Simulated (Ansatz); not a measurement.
`C[Si](N)(S)Cl` + `F[SiH]` → `C[SiH](N)Cl` + `F[Si]S`  (redistribution)

Computed with Ansatz on PBE0-D4/def2-TZVP structures; ΔE is electronic, products minus reactants. CCSD(T)/CBS adds triple-zeta CCSD(T) − MP2 to the extrapolated MP2 energy (def2 sets, frozen cores). This one scheme is used for every species. Functionals use def2-TZVPP. B3LYP here is the variant with VWN-RPA as its local correlation; programs differ in this. Each species was taken in one conformer, which may not be the lowest.

`C[Si](N)(S)Cl`:

```xyz
11

C     0.894    0.237    1.186
Si   -0.508    0.168   -0.022
N    -0.377   -1.256   -0.946
S    -0.640    1.823   -1.355
Cl   -2.266    0.333    1.065
H     0.875   -0.634    1.847
H     0.817    1.134    1.802
H     1.851    0.253    0.660
H    -0.119   -2.123   -0.502
H    -1.005   -1.410   -1.718
H     0.477    1.474   -2.018
```

`F[SiH]`:

Z-matrix (Å, degrees):
```
Si
F 1 1.612
H 1 1.541 2 96.3
```

`C[SiH](N)Cl`:

Z-matrix (Å, degrees):
```
C
Si 1 1.853
H 1 1.092 2 110.6
H 1 1.092 2 110.4 3 120.5
H 1 1.093 2 110.6 3 -119.3
N 2 1.706 1 110.0 3 179.0
Cl 2 2.081 1 106.9 3 55.1
H 2 1.480 1 113.9 3 -60.4
H 6 1.008 2 119.7 1 169.1
H 6 1.008 2 120.0 1 -47.8
```

`F[Si]S`:

Cartesian coordinates in Å:
```
F 1.402 0.477 -0.525
Si 0.564 -0.894 -0.704
S -1.193 -0.408 0.445
H -0.774 0.825 0.783
```

| level | ΔE (kcal/mol) | difference from CCSD(T)/CBS |
| --- | --- | --- |
| PBE-D4 | -15.5 | -2.4 |
| r2SCAN-D4 | -15.6 | -2.5 |
| PBE0-D4 | -14.3 | -1.2 |
| B3LYP-D4 | -14.4 | -1.3 |
| ωB97X-V | -13.3 | -0.2 |
| ωB97M-V | -13.8 | -0.7 |
| B2PLYP | -15.0 | -1.9 |
| PBE | -16.7 | -3.6 |
| r2SCAN | -16.0 | -2.9 |
| PBE0 | -15.4 | -2.3 |
| B3LYP | -16.2 | -3.1 |
| HF/def2-TZVPP | -13.1 | 0.0 |
| MP2/def2-TZVPP | -13.1 | 0.0 |
| SCS-MP2/def2-TZVPP | -13.0 | 0.1 |
| CCSD/def2-TZVPP | -12.6 | 0.5 |
| CCSD(T)/def2-TZVPP | -13.0 | 0.1 |
| HF/def2-QZVPP | -13.1 | 0.0 |
| MP2/def2-QZVPP | -13.2 | -0.1 |
| SCS-MP2/def2-QZVPP | -13.0 | 0.1 |
| HF/CBS(def2) | -13.1 | 0.0 |
| MP2/CBS(def2) | -13.2 | -0.1 |
| CCSD/CBS(def2) | -12.7 | 0.4 |
| CCSD(T)/CBS | -13.1 | 0 |

Largest T1 diagnostic among the species: 0.015.

From PBE to PBE0 (25 % exact exchange), in def2-TZVPP and without D4, ΔE moves by +1.3 kcal/mol. The D4 term adds +1.8 kcal/mol with B3LYP and +1.0 kcal/mol with PBE0; it sums over pairs of atoms, weighted by their polarisabilities, and B3LYP, whose exchange is more repulsive, gets the larger term.
